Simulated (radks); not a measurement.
Values are calculated unless marked as measured or tabulated.
Question: Neutral vanadium: order these configurations by energy. Level of theory: non-relativistic Kohn-Sham, PBE, spin-polarised, spherical densities, point nucleus (a radial shooting solver on a logarithmic mesh with Libxc functionals). Open shells are filled with parallel spins first. [Ar] 3d2 4s2 4p1; [Ar] 3d3 4s1 4p1; [Ar] 3d3 4s2; [Ar] 3d4 4p1; [Ar] 3d4 4s1; [Ar] 3d5.

Answer: From the lowest, in eV above it: [Ar] 3d4 4s1 0.000; [Ar] 3d3 4s2 1.285; [Ar] 3d5 1.653; [Ar] 3d4 4p1 3.019; [Ar] 3d3 4s1 4p1 3.324; [Ar] 3d2 4s2 4p1 7.877.
